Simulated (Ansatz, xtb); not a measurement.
**C3H2Cl3F: which of two isomers lies lower**

Structure X is `FC(Cl)(Cl)/C=C/Cl`, a singlet and structure Y is `FCC(Cl)=C(Cl)Cl`, a singlet. Both are isolated molecules in the gas phase, relaxed with PBE-D3(BJ)/def2-SVP, each in the lowest conformer that the search found.

X (Å):

```xyz
9

C    -1.0799   -0.7085    1.7848
C    -1.2855   -0.6607    0.3066
C    -2.5158   -0.5528   -0.2260
Cl   -0.2643   -2.2583    2.2409
Cl   -0.0351    0.6749    2.3039
Cl   -2.8053   -0.4936   -1.9250
F    -2.2477   -0.6319    2.4657
H    -0.3787   -0.7185   -0.3122
H    -3.4243   -0.4948    0.3916
```

Y (Å):

```xyz
9

C    -2.7259   -0.5876    1.1267
C    -1.2368   -0.4053    1.0780
C    -0.4024   -0.9906    0.1760
Cl   -0.5994    0.6764    2.2761
Cl   -0.9801   -2.0652   -1.0606
Cl    1.3042   -0.7468    0.1766
F    -3.3796    0.6059    0.8697
H    -3.0165   -0.9354    2.1436
H    -3.0349   -1.3477    0.3804
```

**Question.** Estimate which is lower in electronic energy at CCSD(T)/def2-SVP + ΔMP2/def2-TZVPP, and by roughly how much.

**Answer.** The CCSD(T)/def2-SVP + ΔMP2/def2-TZVPP calculation puts structure X lower, by 3.5 kcal/mol.

Level by level:

| level | geometry | E(Y) − E(X) (kcal/mol) | departure from the last row (kcal/mol) | job, with rough time for the two |
| --- | --- | --- | --- | --- |
| PBE-D3(BJ)/def2-SVP | PBE-D3(BJ)/def2-SVP | +5.2 | +1.7 | optimisation, 43 s |
| HF/def2-SVP | PBE-D3(BJ)/def2-SVP | +6.4 | +2.9 | part of the CCSD(T) run |
| MP2/def2-SVP | PBE-D3(BJ)/def2-SVP | +4.6 | +1.1 | part of the CCSD(T) run |
| CCSD(T)/def2-SVP | PBE-D3(BJ)/def2-SVP | +5.4 | +1.9 | single point |
| CCSD(T)/def2-SVP + ΔMP2/def2-TZVPP | PBE-D3(BJ)/def2-SVP | +3.5 |  | single point, 68 s |

As drawn, both hold the same kinds of bond in the same numbers.

None of the levels shown reverses the order. The largest departure from CCSD(T)/def2-SVP + ΔMP2/def2-TZVPP is that of HF/def2-SVP, 2.9 kcal/mol. Levels run at GFN2-xTB geometries aren't shown. The last row adds to CCSD(T) the change of the MP2 difference between the two basis sets, here −1.9 kcal/mol.

With thermal terms from frequencies at re-optimised GFN2-xTB minima (ideal gas, soft modes damped towards free rotors, one conformer each, 298.15 K, 1 atm): the zero-point term adds +0.5 kcal/mol; ΔH is +4.1 and ΔG +3.9 kcal/mol.

The correlated steps freeze 19 core orbitals. Codes used: Ansatz 0.2.0, xtb 6.7.1; the last row on 2 threads of Intel(R) Xeon(R) Processor @ 2.70GHz on a shared host.
